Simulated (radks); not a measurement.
Results of a calculation; reference values are marked as such.
How relativity changes the ionisation of the cerium ion Ce2+ ([Xe] 4f2) to Ce3+ ([Xe] 4f1). Spin-unpolarised spherical Kohn-Sham, BLYP, point nucleus unless stated (finite: rms radius 4.8771 fm), a radial shooting solver on a logarithmic mesh with Libxc functionals. A level marked "c x" has the speed of light scaled by that factor and shares open shells by 2j + 1; other Dirac levels either fill j = l - 1/2 first or share by 2j + 1.

| level | E(Ce2+) (hartree) | E(Ce3+) (hartree) | IE (eV) | HOMO | <r> HOMO (bohr) |
|---|---|---|---|---|---|
| non-rel. | -8569.4345 | -8568.5768 | 23.339 | 4f | 1.130 |
| scalar-rel. | -8860.6197 | -8859.8704 | 20.391 | 4f | 1.228 |
| scalar-rel., finite nucleus | -8860.2008 | -8859.4514 | 20.392 | 4f | 1.228 |
| Dirac, 2j+1 shares | -8865.3485 | -8864.6011 | 20.339 | 4f7/2 | 1.237 |
| Dirac, low j first | -8865.3606 | -8864.6083 | 20.473 | 4f5/2 | 1.222 |
| Dirac, 2j+1 shares, finite nucleus | -8864.9277 | -8864.1802 | 20.340 | 4f7/2 | 1.237 |
| Dirac, c x 0.85 | -8995.1381 | -8994.4312 | 19.237 | 4f7/2 | 1.291 |
| Dirac, c x 1.25 | -8752.4792 | -8751.6928 | 21.399 | 4f7/2 | 1.193 |
| Dirac, c x 1.5 | -8694.3171 | -8693.5092 | 21.985 | 4f7/2 | 1.172 |

NIST Atomic Spectra Database: 20.197 eV (semi-empirical). The relativistic part of the total energy of Ce2+ is -295.5 hartree (Dirac, 2j+1 shares, finite nucleus), 3.4 % of the non-relativistic value. Spin polarisation and multiplet splitting of open shells are left out at every level.

Beside tabulated values, note that relativity, absent from the non-relativistic runs, is large for the heavy elements, and spin-unpolarised runs miss the spin-polarisation part of the exchange energy of open shells.
